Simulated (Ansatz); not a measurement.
`[F][Ge][F]` + `CC(C)CF` → `C[CH](C)[Ge][F]` + difluoromethane  (formal exchange of groups at a Ge–F bond)

Isolated molecules relaxed with PBE0-D4/def2-TZVP in Ansatz; ΔE leaves out vibrations. CBS: MP2 limit from def2 TZ/QZ plus the TZ coupled-cluster correction, frozen cores. This one scheme is used for every species. Functionals use def2-TZVPP. B3LYP here is the variant with VWN-RPA as its local correlation; programs differ in this. For Ge outer-core shells are correlated without core-valence functions, which leaves a few kJ/mol of doubt a bond. Scalar relativity is left out up to krypton. One conformer a species, not always the lowest.

(1) Is it downhill or uphill in electronic energy at CCSD(T)/CBS, and by how much? (Best estimate.)

(2) What do these levels give: r2SCAN-D4, PBE0-D4, B3LYP-D4, PBE-QIDH, revPBE, PBE0, B3LYP, r2SCANh, BHLYP, CAM-B3LYP, LC-ωPBE, MP2/def2-SVP? (An estimate is asked.)

Largest T1 diagnostic among the species: 0.015.

Results:

(1) The calculation gave: Uphill: ΔE = +184.6 kJ/mol.

(2) Ansatz gave: r2SCAN-D4 186.3, PBE0-D4 178.2, B3LYP-D4 183.8, PBE-QIDH 182.9, revPBE 179.3, PBE0 180.3, B3LYP 188.0, r2SCANh 185.6, BHLYP 189.0, CAM-B3LYP 192.2, LC-ωPBE 188.6, MP2/def2-SVP 189.1 kJ/mol.

Leaving LDA and LC-ωPBE aside and taking each functional with its dispersion term where it has one, the values, not all of them listed here, spread over 15.8 kJ/mol, from HSE06-D4 to B97M-V. The D4 term adds −4.2 kJ/mol with B3LYP and −2.0 kJ/mol with PBE0; it sums over pairs of atoms, weighted by their polarisabilities, and B3LYP, whose exchange is more repulsive, gets the larger term.
